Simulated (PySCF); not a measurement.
Screening by computed properties: pick the candidate that meets the target.

All species are isolated and taken at one optimised geometry (atoms past krypton carry core potentials, spin–orbit coupling is left out); the electronic structure was computed with PySCF and density fitting.

The conformers computed, where there is a choice (atom-mapped SMILES and torsion angles):
- `[CH2:1]=[CH:2]/[CH:3]=[CH:4]/[O:5][CH:6]([F:7])[F:8]`: C1–C2–C3–C4 -179°, C3–C4–O5–C6 -16°, C4–O5–C6–F7 -167°
- `[CH3:1][O:2][c:3]1[cH:4][cH:5][cH:6][cH:7][c:8]1[O:9][CH3:10]`: C1–O2–C3–C4 0°, C7–C8–O9–C10 0°
- `[O:1]=[C:2]1[O:3][CH2:4][C@H:5]1[C:6](=[O:7])[C:8]([F:9])([F:10])[F:11]`: C4–C5–C6–O7 -5°, C5–C6–C8–F9 162°

Question: Wanted: static isotropic polarisability between 80 au and 100 au (CAM-B3LYP/def2-SVPD) and smallest rotational constant above 0.72 GHz (PBE0-D3(BJ)/def2-SVP), at PBE0-D3(BJ)/def2-SVP geometries. Which candidate meets both?
A. `C=C/C=C/OC(F)F`
B. `c1cc2sccc2[nH]1`
C. `O1C[C@@H](C(=O)C(F)(F)F)C1=O`
D. `COc1ccccc1OC`
E. `[NH3]->[Au][Cl]`

Answer: B. Computed values:
```
                     species  static isotropic polarisability  smallest rotational constant
             [NH3]->[Au][Cl]                          57.2 au                     2.004 GHz
O1C[C@@H](C(=O)C(F)(F)F)C1=O                          66.6 au                     0.695 GHz
              C=C/C=C/OC(F)F                          73.8 au                     0.815 GHz
             c1cc2sccc2[nH]1                          92.2 au                     1.210 GHz
                COc1ccccc1OC                         104.6 au                     0.755 GHz
```

Question: Wanted: dipole moment between 1 D and 7 D (CAM-B3LYP/def2-SVPD) and HOMO energy above -7.6 eV (CAM-B3LYP/def2-SVPD), at PBE0-D3(BJ)/def2-SVP geometries. Which candidate meets both?
A. `COc1ccccc1OC`
B. `O1C[C@@H](C(=O)C(F)(F)F)C1=O`
C. `C=C/C=C/OC(F)F`
D. `c1cc2sccc2[nH]1`
E. `[NH3]->[Au][Cl]`

Answer: D. Computed values:
```csv
species,dipole moment,HOMO energy
COc1ccccc1OC,0.19 D,-7.15 eV
C=C/C=C/OC(F)F,2.19 D,-7.96 eV
c1cc2sccc2[nH]1,2.63 D,-7.03 eV
O1C[C@@H](C(=O)C(F)(F)F)C1=O,3.88 D,-10.32 eV
[NH3]->[Au][Cl],9.16 D,-8.34 eV
```
